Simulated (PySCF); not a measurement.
Stepwise substitution at one centre (Si OH-C2H5). Gas-phase values, no solvent. One relaxed conformer stands for each flexible species; it need not be the lowest. Strings in code marks are SMILES.

Quantity: redistribution energy (mixed species minus the weighted end members), in kcal/mol.

Level 1: B3LYP-D3(BJ)/def2-TZVP // B3LYP-D3(BJ)/def2-SVP (PySCF)
Level 2: PBE-D3(BJ)/def2-TZVP // B3LYP-D3(BJ)/def2-SVP (PySCF)
Level 3: B3LYP/6-311+G** // B3LYP-D3(BJ)/def2-SVP (PySCF)
Level 4: HF/6-31G* // B3LYP-D3(BJ)/def2-SVP (PySCF)

| species | level 1 | level 2 | level 3 | level 4 |
|---|---|---|---|---|
| 2 of 4 OH replaced by C2H5: `CC[Si](O)(O)CC` | 2.28 | 2.09 | 0.93 | 1.44 |
| 1 of 4 OH replaced by C2H5: `CC[Si](O)(O)O` | 0.36 | 0.21 | … | -0.20 |
| 3 of 4 OH replaced by C2H5: `CC[Si](O)(CC)CC` | 2.11 | … | 1.26 | … |

Problem. Complete the blanks.

Solution. 
- 1 of 4 OH replaced by C2H5: `CC[Si](O)(O)O`, level 3: -0.65
- 3 of 4 OH replaced by C2H5: `CC[Si](O)(CC)CC`, level 2: 2.01
- 3 of 4 OH replaced by C2H5: `CC[Si](O)(CC)CC`, level 4: 1.40
